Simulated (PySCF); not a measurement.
Species: benzotrifluoride, C7H5F3.
Atom-mapped SMILES: `[F:1][C:2]([F:3])([F:4])[c:5]1[cH:6][cH:7][cH:8][cH:9][cH:10]1` (hydrogens: H11 on C6; H12 on C7; H13 on C8; H14 on C9; H15 on C10)

Method: PBE0-D3(BJ)/def2-SVP geometry optimisation, gas phase in PySCF; density fitting, grid level 2; the optimiser is geomeTRIC in internal coordinates, started from a GFN2-xTB structure.

Step 0: E = -15463.9577 eV
```
atom  x, y, z in Å  |  force x, y, z in eV/Å
F1      2.6573    0.4277   -1.2036   -0.314  -0.077   0.234
C2      2.1720    0.0502   -0.0025    0.899   0.075  -0.169
F3      2.6813    0.9137    0.8904   -0.354  -0.079  -0.105
F4      2.7276   -1.1428    0.2628   -0.349   0.097  -0.048
C5      0.6705    0.0116    0.0130    0.573  -0.003   0.046
C6      0.0109   -1.1563   -0.3457    0.026   0.124   0.055
C7     -1.3723   -1.1813   -0.3475    0.021  -0.013  -0.034
C8     -2.0885   -0.0481    0.0009   -0.032   0.000   0.001
C9     -1.4251    1.1169    0.3492    0.022   0.030  -0.020
C10    -0.0421    1.1531    0.3552    0.033  -0.130  -0.023
H11     0.5780   -2.0346   -0.6134    0.248  -0.377  -0.086
H12    -1.8893   -2.0881   -0.6214   -0.248  -0.404  -0.118
H13    -3.1677   -0.0731    0.0012   -0.488  -0.010   0.000
H14    -1.9833    2.0006    0.6173   -0.267   0.393   0.126
H15     0.4842    2.0548    0.6282    0.230   0.373   0.140
```

Step 1: E = -15463.9942 eV
```
atom  x, y, z in Å  |  force x, y, z in eV/Å
F1      2.6187    0.6229   -1.1452    0.130  -0.022  -0.017
C2      2.1919    0.0549   -0.0124   -0.388   0.067   0.057
F3      2.6659    0.7891    0.9991    0.139  -0.029  -0.012
F4      2.7395   -1.1579    0.0626    0.109  -0.003   0.011
C5      0.6878   -0.0041    0.0253    0.019  -0.023  -0.041
C6      0.0144   -1.1803   -0.3015    0.086  -0.065   0.021
C7     -1.3773   -1.1984   -0.3158   -0.067  -0.047  -0.017
C8     -2.0948   -0.0434   -0.0122   -0.070  -0.026  -0.008
C9     -1.4197    1.1310    0.3156   -0.018   0.066   0.025
C10    -0.0290    1.1515    0.3398    0.040   0.062  -0.020
H11     0.5823   -2.0843   -0.5331   -0.012   0.039  -0.007
H12    -1.9051   -2.1224   -0.5654    0.013   0.024   0.001
H13    -3.1878   -0.0589   -0.0288    0.026   0.000   0.002
H14    -1.9811    2.0378    0.5550    0.017  -0.025   0.005
H15     0.5079    2.0667    0.6010   -0.023  -0.018   0.000
```

Question: Estimate the geometry and energy of step 2. (The exact step hangs on the optimiser's Hessian estimate; all steps are aligned on step 1, rigid shifts and turns removed.)

Answer: E = -15463.9965 eV, largest force 0.118 eV/Å
```
atom  x, y, z in Å  |  force x, y, z in eV/Å
F1      2.6410    0.6029   -1.1432   -0.037   0.031  -0.058
C2      2.1883    0.0534   -0.0103    0.037   0.044   0.020
F3      2.6810    0.7848    0.9948   -0.056   0.046   0.034
F4      2.7338   -1.1605    0.0769   -0.023  -0.114   0.018
C5      0.6840    0.0040    0.0195    0.094  -0.001  -0.028
C6      0.0151   -1.1756   -0.3058   -0.014  -0.003   0.005
C7     -1.3779   -1.1983   -0.3192    0.000   0.013   0.005
C8     -2.0978   -0.0460   -0.0086    0.006  -0.009  -0.004
C9     -1.4249    1.1316    0.3177   -0.004   0.020  -0.001
C10    -0.0335    1.1606    0.3318   -0.002  -0.037   0.013
H11     0.5867   -2.0750   -0.5414    0.001   0.006   0.000
H12    -1.9031   -2.1225   -0.5705    0.001   0.001  -0.002
H13    -3.1902   -0.0656   -0.0181    0.000   0.002   0.001
H14    -1.9885    2.0337    0.5659   -0.002   0.001  -0.002
H15     0.4996    2.0767    0.5944   -0.002   0.000  -0.003
```

The energy changes by -0.0023 eV. The first-order estimate −F·Δx gives -0.0077 eV and the mean of the old and new forces, exact on a quadratic surface, -0.0024 eV. The step makes an angle of 73° with the force vector and moves no atom by more than 0.030 Å.

The cost below is that of the whole optimisation. The run took 92 s of wall time on one thread of an Arm Neoverse V1, shared host with 32 logical CPUs at a one-minute load of 12, and the process peaked at 0.78 GiB of memory.
